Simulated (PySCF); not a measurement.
PySCF input file for C₇H₁₄O, SMILES CCCCCC(C)=O, TDDFT-ωB97X/def2-SVP. Coordinates come from a r2SCAN-D4/def2-SVP optimisation. Other conformers were not sampled.

```python
import numpy as np
from pyscf import gto, scf, dft, tdscf

mol = gto.M(
    atom='''
    C     4.07413738    0.10301212   -0.41589311
    C     2.77839926   -0.29282621    0.28204318
    C     1.52846694    0.21447826   -0.43325364
    C     0.23029209   -0.17930381    0.26389169
    C    -1.01303251    0.32532805   -0.45145709
    C    -2.31418534   -0.03385407    0.24469613
    C    -3.58848538    0.30908176   -0.49738758
    O    -2.33125941   -0.57493826    1.33036345
    H     4.95828412   -0.27568370    0.12030465
    H     4.17093932    1.19935753   -0.48545825
    H     4.11160446   -0.29555538   -1.44348635
    H     2.72186834   -1.39358537    0.36982496
    H     2.78007918    0.08936906    1.31953742
    H     1.58115925    1.31708201   -0.52221952
    H     1.52273386   -0.16779058   -1.47261266
    H     0.22350488    0.19994842    1.30044647
    H     0.16970256   -1.27813651    0.35848737
    H    -0.99026623    1.42868993   -0.55413987
    H    -1.06136079   -0.04551648   -1.49388353
    H    -3.70825336   -0.38250986   -1.34878026
    H    -4.45259903    0.20187958    0.17104775
    H    -3.55087579    1.32646102   -0.91781299
    ''',
    basis='def2-SVP',
    charge=0,
    spin=0,
    max_memory=1600,
    verbose=4,
)
mf = dft.RKS(mol, xc='wb97x').density_fit(auxbasis='def2-universal-jkfit')
mf.grids.level = 3
mf.conv_tol = 1e-9
mf.max_cycle = 100
mf.kernel()
mf.grids = dft.Grids(mol).set(level=1).build(with_non0tab=True)  # coarser grid for the response kernel
td = tdscf.TDDFT(mf)
td.singlet = True
td.nstates = 10
td.conv_tol = 1e-4
td.kernel(x0=td.get_init_guess(mf, 15))
td.analyze()
tt = tdscf.TDA(mf)
tt.singlet = False
tt.nstates = 4
tt.conv_tol = 1e-4
tt.kernel(x0=tt.get_init_guess(mf, 9))
tt.analyze(verbose=3)
```

It prints:

```
PySCF version 2.14.0

[INPUT] verbose = 4
[INPUT] num. atoms = 22
[INPUT] num. electrons = 64
[INPUT] charge = 0
[INPUT] spin (= nelec alpha-beta = 2S) = 0
[INPUT] symmetry False subgroup None
[INPUT] Mole.unit = angstrom
[INPUT] Symbol           X                Y                Z      unit          X                Y                Z       unit  Magmom
[INPUT]  1 C      4.074137380000   0.103012120000  -0.415893110000 AA    7.699003842053   0.194664694311  -0.785924074994 Bohr   0.0
[INPUT]  2 C      2.778399260000  -0.292826210000   0.282043180000 AA    5.250413666094  -0.553361338994   0.532984365501 Bohr   0.0
[INPUT]  3 C      1.528466940000   0.214478260000  -0.433253640000 AA    2.888383907052   0.405305171073  -0.818730722071 Bohr   0.0
[INPUT]  4 C      0.230292090000  -0.179303810000   0.263891690000 AA    0.435188978754  -0.338835093991   0.498683020649 Bohr   0.0
[INPUT]  5 C     -1.013032510000   0.325328050000  -0.451457090000 AA   -1.914353999181   0.614780915139  -0.853130257093 Bohr   0.0
[INPUT]  6 C     -2.314185340000  -0.033854070000   0.244696130000 AA   -4.373176494083  -0.063974920502   0.462408669441 Bohr   0.0
[INPUT]  7 C     -3.588485380000   0.309081760000  -0.497387580000 AA   -6.781254570206   0.584079876499  -0.939926303960 Bohr   0.0
[INPUT]  8 O     -2.331259410000  -0.574938260000   1.330363450000 AA   -4.405441810215  -1.086475849934   2.514022566632 Bohr   0.0
[INPUT]  9 H      4.958284120000  -0.275683700000   0.120304650000 AA    9.369799034580  -0.520966690007   0.227342840012 Bohr   0.0
[INPUT] 10 H      4.170939320000   1.199357530000  -0.485458250000 AA    7.881932996980   2.266457257135  -0.917383137411 Bohr   0.0
[INPUT] 11 H      4.111604460000  -0.295555380000  -1.443486350000 AA    7.769806361940  -0.558518722842  -2.727793866048 Bohr   0.0
[INPUT] 12 H      2.721868340000  -1.393585370000   0.369824960000 AA    5.143585709725  -2.633494680501   0.698867888428 Bohr   0.0
[INPUT] 13 H      2.780079180000   0.089369060000   1.319537420000 AA    5.253588254805   0.168883047410   2.493564334915 Bohr   0.0
[INPUT] 14 H      1.581159250000   1.317082010000  -0.522219520000 AA    2.987957941823   2.488924282492  -0.986851869702 Bohr   0.0
[INPUT] 15 H      1.522733860000  -0.167790580000  -1.472612660000 AA    2.877549956002  -0.317078242482  -2.782834614967 Bohr   0.0
[INPUT] 16 H      0.223504880000   0.199948420000   1.300446470000 AA    0.422363010704   0.377847752840   2.457487667957 Bohr   0.0
[INPUT] 17 H      0.169702560000  -1.278136510000   0.358487370000 AA    0.320691361038  -2.415327953707   0.677442948416 Bohr   0.0
[INPUT] 18 H     -0.990266230000   1.428689930000  -0.554139870000 AA   -1.871331965106   2.699832684624  -1.047172589002 Bohr   0.0
[INPUT] 19 H     -1.061360790000  -0.045516480000  -1.493883530000 AA   -2.005681212452  -0.086013681354  -2.823030733698 Bohr   0.0
[INPUT] 20 H     -3.708253360000  -0.382509860000  -1.348780260000 AA   -7.007583250898  -0.722838875346  -2.548825293620 Bohr   0.0
[INPUT] 21 H     -4.452599030000   0.201879580000   0.171047750000 AA   -8.414192709204   0.381497116342   0.323233401723 Bohr   0.0
[INPUT] 22 H     -3.550875790000   1.326461020000  -0.917812990000 AA   -6.710182745449   2.506648042711  -1.734415184668 Bohr   0.0

nuclear repulsion = 366.645080298084
number of shells = 90
number of NR pGTOs = 290
number of NR cGTOs = 182
basis = def2-SVP
ecp = {}


[settings echo left out]
init E= -350.950245296579
  HOMO = -0.315772870363808  LUMO = -0.0463043675967989  gap/eV = 7.33261
cycle= 1 E= -349.914347816725  delta_E= 1.04  |g|= 0.827  |ddm|=  4.5
  HOMO = -0.189629517963413  LUMO = 0.098838653331172  gap/eV = 7.84962
cycle= 2 E= -349.796553283378  delta_E= 0.118  |g|= 1.21  |ddm|=  2.5
  HOMO = -0.339783602088297  LUMO = 0.0744813770145707  gap/eV = 11.27272
cycle= 3 E= -350.067043414893  delta_E= -0.27  |g|= 0.0491  |ddm|= 1.58
  HOMO = -0.349332927273751  LUMO = 0.0783988613641906  gap/eV = 11.63917
cycle= 4 E= -350.067828111884  delta_E= -0.000785  |g|= 0.0264  |ddm|=  0.1
  HOMO = -0.348645378113095  LUMO = 0.0809443902695652  gap/eV = 11.68973
cycle= 5 E= -350.068024971071  delta_E= -0.000197  |g|= 0.0062  |ddm|= 0.0458
  HOMO = -0.349273892393268  LUMO = 0.0808586406655825  gap/eV = 11.70450
cycle= 6 E= -350.068040852553  delta_E= -1.59e-05  |g|= 0.00188  |ddm|= 0.0199
  HOMO = -0.349808489728055  LUMO = 0.0804599863371456  gap/eV = 11.70820
cycle= 7 E= -350.06804247457  delta_E= -1.62e-06  |g|= 0.000597  |ddm|= 0.00903
  HOMO = -0.349730709660114  LUMO = 0.0806023873223567  gap/eV = 11.70996
cycle= 8 E= -350.068042594066  delta_E= -1.19e-07  |g|= 0.00015  |ddm|= 0.0015
  HOMO = -0.349765713629141  LUMO = 0.0805992882043061  gap/eV = 11.71083
cycle= 9 E= -350.06804260203  delta_E= -7.96e-09  |g|= 2.65e-05  |ddm|= 0.000548
  HOMO = -0.349769792683172  LUMO = 0.0805973992198408  gap/eV = 11.71089
cycle= 10 E= -350.068042602236  delta_E= -2.05e-10  |g|= 9.66e-06  |ddm|= 6.38e-05
  HOMO = -0.349769857295424  LUMO = 0.0805978064466846  gap/eV = 11.71090
Extra cycle  E= -350.068042602255  delta_E= -1.9e-11  |g|= 7.23e-06  |ddm|= 2.17e-05
converged SCF energy = -350.068042602255
tot grids = 76048


******** <class 'pyscf.tdscf.rks.TDDFT'> for <class 'pyscf.df.df_jk.DFRKS'> ********
nstates = 10 singlet
deg_eia_thresh = 1.000e-03
wfnsym = None
conv_tol = 0.0001
eigh lindep = 1e-12
eigh level_shift = 0
eigh max_cycle = 100


Excitation energies (eV)
[ 4.54222268  8.49613595  8.791922    8.90763625  9.05595205  9.42419712
  9.75667019  9.89657531  9.99377315 10.03505875]

** Singlet excitation energies and oscillator strengths **
Excited State   1:      4.54222 eV    272.96 nm  f=0.0000
      32 -> 33       -0.69339
Excited State   2:      8.49614 eV    145.93 nm  f=0.0207
      32 -> 34        0.65647
      32 -> 35       -0.20794
Excited State   3:      8.79192 eV    141.02 nm  f=0.0001
      18 -> 33       -0.15416
      23 -> 33        0.10763
      24 -> 33       -0.37867
      26 -> 33       -0.11448
      29 -> 33       -0.23358
      30 -> 33        0.48086
Excited State   4:      8.90764 eV    139.19 nm  f=0.0037
      20 -> 33       -0.15350
      23 -> 33       -0.33574
      24 -> 33       -0.25316
      26 -> 33        0.40506
      28 -> 33        0.12337
      29 -> 33       -0.25005
      30 -> 33       -0.15217
Excited State   5:      9.05595 eV    136.91 nm  f=0.0785
      25 -> 33       -0.15013
      27 -> 33        0.20607
      28 -> 33        0.51955
      31 -> 33        0.32286
      32 -> 37       -0.11714
Excited State   6:      9.42420 eV    131.56 nm  f=0.0510
      25 -> 33        0.18549
      27 -> 33        0.49040
      31 -> 33       -0.27659
      32 -> 35        0.19036
      32 -> 37       -0.24625
Excited State   7:      9.75667 eV    127.08 nm  f=0.0326
      27 -> 33       -0.30133
      32 -> 35        0.38141
      32 -> 37       -0.37621
      32 -> 39       -0.13684
      32 -> 41       -0.12929
Excited State   8:      9.89658 eV    125.28 nm  f=0.0084
      32 -> 35       -0.10959
      32 -> 36        0.54407
      32 -> 39       -0.35325
      32 -> 40       -0.11150
Excited State   9:      9.99377 eV    124.06 nm  f=0.0055
      18 -> 33        0.10239
      20 -> 33       -0.25331
      22 -> 33        0.24760
      23 -> 33       -0.24960
      24 -> 33       -0.19305
      26 -> 33       -0.18971
      29 -> 33        0.40626
      30 -> 33        0.10579
Excited State  10:     10.03506 eV    123.55 nm  f=0.0040
      28 -> 34        0.10331
      31 -> 34        0.46646
      31 -> 35        0.43863

** Transition electric dipole moments (AU) **
state          X           Y           Z        Dip. S.      Osc.
  1        -0.0013     -0.0179     -0.0074      0.0004      0.0000
  2        -0.3128     -0.0273     -0.0260      0.0993      0.0207
  3         0.0228      0.0034     -0.0114      0.0007      0.0001
  4         0.0146     -0.0347     -0.1243      0.0169      0.0037
  5         0.2658      0.2802     -0.4521      0.3536      0.0785
  6        -0.1371      0.1282     -0.4309      0.2210      0.0510
  7         0.0517     -0.1528      0.3324      0.1365      0.0326
  8         0.1216     -0.0154     -0.1402      0.0347      0.0084
  9         0.0605      0.1068      0.0857      0.0224      0.0055
 10        -0.0455      0.0903      0.0788      0.0164      0.0040

** Transition velocity dipole moments (imaginary part, AU) **
state          X           Y           Z        Dip. S.      Osc.
  1        -0.0014     -0.0013     -0.0026      0.0000      0.0000
  2        -0.1093     -0.0120     -0.0087      0.0122      0.0260
  3         0.0065      0.0001     -0.0008      0.0000      0.0001
  4         0.0007     -0.0067     -0.0356      0.0013      0.0027
  5         0.0761      0.0840     -0.1329      0.0305      0.0611
  6        -0.0413      0.0367     -0.1378      0.0221      0.0424
  7         0.0139     -0.0430      0.1025      0.0125      0.0233
  8         0.0409     -0.0030     -0.0459      0.0038      0.0069
  9         0.0196      0.0478      0.0382      0.0041      0.0075
 10        -0.0150      0.0303      0.0265      0.0018      0.0033

** Transition magnetic dipole moments (imaginary part, AU) **
state          X           Y           Z
  1         0.0006      0.5340     -1.0773
  2         0.0207      0.3642      0.0470
  3         0.2052     -0.1034      0.1305
  4         1.1383      0.1089     -0.0023
  5        -0.2371      0.5682      0.3667
  6         0.1030      0.7801      0.1786
  7         0.0125     -1.0390     -0.5730
  8        -0.2546      0.5871     -0.0992
  9         0.3949      0.1381     -0.1548
 10        -1.6755      0.1471     -0.2453


******** <class 'pyscf.tdscf.rks.TDA'> for <class 'pyscf.df.df_jk.DFRKS'> ********
nstates = 4 triplet
deg_eia_thresh = 1.000e-03
wfnsym = None
conv_tol = 0.0001
eigh lindep = 1e-12
eigh level_shift = 0
eigh max_cycle = 100


Excitation energies (eV)
[3.9695054  6.07169755 8.14776199 8.37317443]

** Triplet excitation energies and oscillator strengths **
Excited State   1:      3.96951 eV    312.34 nm  f=0.0000
Excited State   2:      6.07170 eV    204.20 nm  f=0.0000
Excited State   3:      8.14776 eV    152.17 nm  f=0.0000
Excited State   4:      8.37317 eV    148.07 nm  f=0.0000
```

The calculation finished and met its thresholds.

Cost: around 29 core-minutes (rough).
